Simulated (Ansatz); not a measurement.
Isolated molecules relaxed with PBE0-D4/def2-TZVP in Ansatz; ΔE leaves out vibrations. CCSD(T)/CBS is the MP2 limit (def2-TZVPP, def2-QZVPP) plus CCSD(T) − MP2 in def2-TZVPP, frozen cores. Functionals use def2-TZVPP. Each species was taken in one conformer, which may not be the lowest.

`CO[Si](O)(F)F` + `CNCS` → `CNCSC` + `O[Si](O)(F)F`  (substitution at a C–O bond)

**Question.** Is it downhill or uphill in electronic energy at CCSD(T)/CBS, and by how much? (An estimate is asked.)

**Answer.** The calculation gave: Downhill: ΔE = -14.0 kcal/mol.

**Question.** What do these levels give: PBE-D4, ωB97M-V, r2SCAN, HF/def2-TZVPP, MP2/def2-QZVPP, CCSD/CBS(def2)? (An estimate is asked.)

**Answer.** The calculation gave: PBE-D4 -14.4, ωB97M-V -13.3, r2SCAN -14.3, HF/def2-TZVPP -9.5, MP2/def2-QZVPP -15.6, CCSD/CBS(def2) -13.4 kcal/mol.

Largest T1 diagnostic among the species: 0.011.

In def2-TZVPP, CCSD(T) changes the Hartree–Fock value by −3.5 kcal/mol (the triples alone add −0.7 kcal/mol) and MP2 by −5.5 kcal/mol.
